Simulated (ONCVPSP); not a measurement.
C (Z = 6): excitation energies, all-electron against ONCV

* Element: C (Z = 6)
* Generator: ONCVPSP 4.0.1
* Type: optimised norm-conserving Vanderbilt (ONCV)
* Functional: LDA (Perdew-Wang 92)
* Relativity: scalar-relativistic
* Frozen core: [He]
* Valence charge: 4
* Reference configuration: 2s2 2p1 (charge +1)
* Partial waves: 2s: rc 0.90 bohr, ncon 4, nbas 8, qcut 8.5 1/bohr, 2 projectors, debl 2.9 Ha; 2p: rc 2.20 bohr, ncon 3, nbas 6, qcut 6.8 1/bohr, 2 projectors, debl 2.6 Ha; d scattering state at 0.33 Ha: rc 1.75 bohr, ncon 4, nbas 8, qcut 6.4 1/bohr, 2 projectors, debl 3.8 Ha
* Local potential: polynomial inside 0.60 bohr (lpopt 5, dvloc0 0 Ha)
* Core correction: Teter function, fcfact 3.5, rcfact 1.5

Energies are relative to the spin-unpolarised reference configuration 2s2 2p1; without spin polarisation the order of configurations can differ from experiment.

Give the all-electron excitation energy and the error of the potential for: 2s2 2p2; 2s2 2p0; 2s1 2p0; 2s1 2p3.

```tsv
valence configuration	charge	ΔE all-electron (eV)	error AE − PS (meV)
2s2 2p2	0	-10.985	+44
2s2 2p0	+2	24.258	+149
2s1 2p0	+3	72.225	+386
2s1 2p3	0	-2.744	+105
```

Levels in the configuration 2s1 2p3:

```csv
level,all-electron (eV),pseudo (eV)
2s,-14.079,-14.081
2p,-5.820,-5.888
```

Note: ghosts flagged at negative energy: d at -471.3 eV; GHOST(+) flagged for s at 266.5 eV. A true bound ghost makes a file unfit for plane-wave use.
